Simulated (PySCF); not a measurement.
Ionisation energy of V¹⁹⁺ by level of theory

V¹⁹⁺ [He] 2s2 (1S) → V²⁰⁺ [He] 2s1 (2S), as a difference of total energies. Calculation: PySCF 2.14, in an uncontracted even-tempered set (19 s from 4.2 bohr⁻², ratio 2.2; 8 p from 6.6 bohr⁻², ratio 2.4; 6 d from 20 bohr⁻², ratio 2.4; 5 f from 30 bohr⁻², ratio 2.4; 4 g from 44 bohr⁻², ratio 2.4); scalar relativity by spin-free X2C-1e. Correlated levels: nothing frozen; virtual orbitals above 40 to 60 times the deepest correlated orbital energy dropped. The calculations carry no spin-orbit coupling.

```json
{"method": "UHF", "ionisation energy (eV)": "1480.7"}
{"method": "LDA", "ionisation energy (eV)": "1480.5"}
{"method": "PBE", "ionisation energy (eV)": "1483.7"}
{"method": "PBE0", "ionisation energy (eV)": "1483.3"}
{"method": "r2SCAN", "ionisation energy (eV)": "1480.8"}
{"method": "B2PLYP", "ionisation energy (eV)": "1483.7"}
{"method": "TPSS", "ionisation energy (eV)": "1483.5"}
{"method": "MP2 (all electrons)", "ionisation energy (eV)": "1484.8"}
{"method": "SCS-MP2 (all electrons)", "ionisation energy (eV)": "1485.6"}
```

Q: How much does correlation contribute at MP2 (all electrons)?

A: 1484.8 − (1480.7) = 4.1 eV, measured against UHF.

For comparison: 1486.7 ± 0.5 eV (semi-empirical (NIST evaluation); NIST Atomic Spectra Database, ionization energies).
